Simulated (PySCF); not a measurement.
**Ar⁺: excitation energy**

Ar⁺ [Ne] 3s2 3p5 (2P) → Ar⁺ [Ne] 3s1 3p6 (2S), as a difference of total energies. Computed with PySCF 2.14 in aug-cc-pwCVDZ (6s5p3d, 36 functions), with the non-relativistic Hamiltonian (point nucleus). Correlated levels: nothing frozen. The calculations carry no spin-orbit coupling.

| method | excitation energy (eV) | error (eV) |
| --- | --- | --- |
| UHF | 18.466 | +5.045 |
| MP2 (all electrons) | 15.483 | +2.062 |
| SCS-MP2 (all electrons) | 15.193 | +1.772 |
| CCSD (all electrons) | 13.934 | +0.513 |
| CCSD(T) (all electrons) | 13.441 | +0.020 |

Reference: 13.421 eV (measured; NIST levels, between the centres of gravity of the two terms).

Errors of the correlated levels include the incompleteness of this basis.

The coupled-cluster amplitudes are large for the upper state (T1 above 0.03 or a double amplitude above 0.15), so a single reference is strained.
